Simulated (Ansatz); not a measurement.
`[F][InH][F]` and `FBF` differ in one element.

Ansatz, PBE0-D4/def2-TZVP geometries, multiplicity 1. 

Elements past krypton have def2 core potentials.

```
                                                                                  property  `[F][InH][F]`
                                                        HOMO energy (PBE0/def2-TZVPP) / eV          -9.95
ideal-gas entropy at 298 K and 1 bar (rigid rotor, harmonic PBE0-D4/def2-TZVP) / J/(mol·K)            292
                                                      HOMO–LUMO gap (PBE0/def2-TZVPP) / eV           8.10
                                          size of the dipole moment (B3LYP/def2-TZVPP) / D           3.53
                                                       HOMO–LUMO gap (PBE/def2-TZVPP) / eV           5.44
                                                     HOMO–LUMO gap (B3LYP/def2-TZVPP) / eV           7.48
```

Q: What does the change do to each property? (An estimate is asked.)

A: Computed: 
```csv
property,`FBF`,shift
HOMO energy (PBE0/def2-TZVPP) / eV,-10.86,-0.91
"ideal-gas entropy at 298 K and 1 bar (rigid rotor, harmonic PBE0-D4/def2-TZVP) / J/(mol·K)",244,-48
HOMO–LUMO gap (PBE0/def2-TZVPP) / eV,10.54,2.44
size of the dipole moment (B3LYP/def2-TZVPP) / D,0.89,-2.64
HOMO–LUMO gap (PBE/def2-TZVPP) / eV,7.74,2.30
HOMO–LUMO gap (B3LYP/def2-TZVPP) / eV,10.01,2.53
```

With PBE0 the HOMO falls by 0.91 eV and the LUMO rises by 1.54 eV, so the gap widens by about 2.45 eV. PBE moves the HOMO by -0.87 eV and ωB97M-V by -0.97 eV. Dipoles are sizes alone; their direction can turn.

B3LYP here is the variant with VWN-RPA as its local correlation; programs differ in this.
